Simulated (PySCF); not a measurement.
Lu²⁺ (lutetium, charge +2) across methods

[Xe] 4f14 5d1, 2D determinant (an excited configuration). Computed with PySCF 2.14 in x2c-TZVPPall, with the spin-free X2C one-electron Hamiltonian (Gaussian nucleus).

| method | E (hartree) | mean ε 4f α (eV) | mean ε 4f β (eV) | mean ε 5d α (eV) | Σ⟨r²⟩ (bohr²) | ⟨S²⟩ |
| --- | --- | --- | --- | --- | --- | --- |
| B3LYP | -14563.01 | -27.007 | -26.923 | -16.552 | 39.06 | 0.751 |
| BLYP | -14563.63 | -24.164 | -24.083 | -15.579 | 39.28 | 0.750 |
| PBE0 | -14562.48 | -27.596 | -27.512 | -16.717 | 38.87 | 0.751 |
| PBE | -14562.71 | -24.283 | -24.198 | -15.650 | 39.10 | 0.751 |
| r2SCANh | -14562.73 | -25.588 | -25.497 | -16.315 | 38.75 | 0.752 |
| r2SCAN | -14562.82 | -24.244 | -24.149 | -15.910 | 38.80 | 0.752 |
| LDA | -14553.09 | -24.666 | -24.577 | -15.664 | 39.07 | 0.750 |

Question: Estimate the same row for UHF.

Answer: E (hartree) = -14557.68129; mean ε 4f α (eV) = -36.871; mean ε 4f β (eV) = -36.804; mean ε 5d α (eV) = -19.257; Σ⟨r²⟩ (bohr²) = 38.72; ⟨S²⟩ = 0.752.

Spin-orbit coupling, absent here, splits the open shell strongly.
